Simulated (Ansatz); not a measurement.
Geometry optimisation, Ansatz 0.2.0, RKS LDA/def2-SVP.

Input:

```yaml
crystal:
  periodic: [false, false, false]
  atoms:
    - { symbol: "N", position_ang: [-0.9703, 1.1625, 0.9751] }
    - { symbol: Si, position_ang: [-0.1307, -0.3074, 1.3103] }
    - { symbol: "N", position_ang: [1.2837, -0.4202, 0.2412] }
    - { symbol: Ge, position_ang: [0.8179, -0.8522, -1.4707] }
    - { symbol: S, position_ang: [-0.1702, 0.8973, -2.4726] }
    - { symbol: H, position_ang: [-0.51739, 1.70164, 0.18249] }
    - { symbol: H, position_ang: [-1.9307, 0.93099, 0.59401] }
    - { symbol: H, position_ang: [-0.9703, -1.4457, 1.093] }
    - { symbol: H, position_ang: [0.3112, -0.2745, 2.7579] }
    - { symbol: H, position_ang: [1.7438, 0.5321, 0.2273] }
    - { symbol: H, position_ang: [-0.2879, -2.0279, -1.3941] }
    - { symbol: H, position_ang: [1.9896, -1.3069, -2.2826] }
    - { symbol: H, position_ang: [-1.4463, 0.7353, -1.8076] }
basis:
  gaussian: { orbitals: def2-SVP }
hamiltonian:
  xc: lda
relax:
  f_tol: 0.015
  max_steps: 40
```

Run as:

```bash
$ ansatz run input.yaml --threads 2 --pin off --max-ram 3072MiB --backend cpu --events-out ev --progress --plain --runs-dir out
```

Where does it end, and by what steps?

The run converged. After 17 steps the energy has fallen by 0.779 eV; H13 moved furthest, 0.74 Å.

```json
{"step": "0", "energy less start (eV)": "0.0000", "largest force component (eV/Å)": "1.663", "accepted": "yes"}
{"step": "1", "energy less start (eV)": "-0.3374", "largest force component (eV/Å)": "1.159", "accepted": "yes"}
{"step": "2", "energy less start (eV)": "-0.4514", "largest force component (eV/Å)": "1.051", "accepted": "yes"}
{"step": "3", "energy less start (eV)": "-0.5330", "largest force component (eV/Å)": "0.293", "accepted": "yes"}
{"step": "4", "energy less start (eV)": "-0.5805", "largest force component (eV/Å)": "0.388", "accepted": "yes"}
{"step": "5", "energy less start (eV)": "-0.6572", "largest force component (eV/Å)": "0.376", "accepted": "yes"}
{"step": "6", "energy less start (eV)": "-0.7059", "largest force component (eV/Å)": "0.496", "accepted": "yes"}
{"step": "7", "energy less start (eV)": "-0.7192", "largest force component (eV/Å)": "0.844", "accepted": "yes"}
{"step": "8", "energy less start (eV)": "-0.7443", "largest force component (eV/Å)": "0.196", "accepted": "yes"}
{"step": "9", "energy less start (eV)": "-0.7562", "largest force component (eV/Å)": "0.238", "accepted": "yes"}
{"step": "10", "energy less start (eV)": "-0.7669", "largest force component (eV/Å)": "0.348", "accepted": "yes"}
{"step": "11", "energy less start (eV)": "-0.7738", "largest force component (eV/Å)": "0.115", "accepted": "yes"}
{"step": "12", "energy less start (eV)": "-0.7644", "largest force component (eV/Å)": "0.201", "accepted": "no"}
{"step": "13", "energy less start (eV)": "-0.7781", "largest force component (eV/Å)": "0.058", "accepted": "yes"}
{"step": "14", "energy less start (eV)": "-0.7787", "largest force component (eV/Å)": "0.027", "accepted": "yes"}
{"step": "15", "energy less start (eV)": "-0.7789", "largest force component (eV/Å)": "0.030", "accepted": "yes"}
{"step": "16", "energy less start (eV)": "-0.7789", "largest force component (eV/Å)": "0.027", "accepted": "yes"}
{"step": "17", "energy less start (eV)": "-0.7791", "largest force component (eV/Å)": "0.010", "accepted": "yes"}
```

```xyz
13
Properties=species:S:1:pos:R:3
N -1.236 0.996 0.546
Si -0.137 -0.200 1.221
N 1.152 -0.541 0.129
Ge 0.784 -0.922 -1.635
S -0.195 0.822 -2.572
H -0.982 1.991 0.604
H -2.237 0.876 0.744
H -1.027 -1.399 1.406
H 0.490 0.223 2.526
H 2.058 -0.091 0.301
H -0.161 -2.147 -1.585
H 2.106 -1.234 -2.368
H -0.894 0.952 -1.362
```

Run time: 24 s on 2 threads of Intel(R) Xeon(R) 6975P-C (Granite Rapids), on a shared host, peak memory 0.21 GiB.
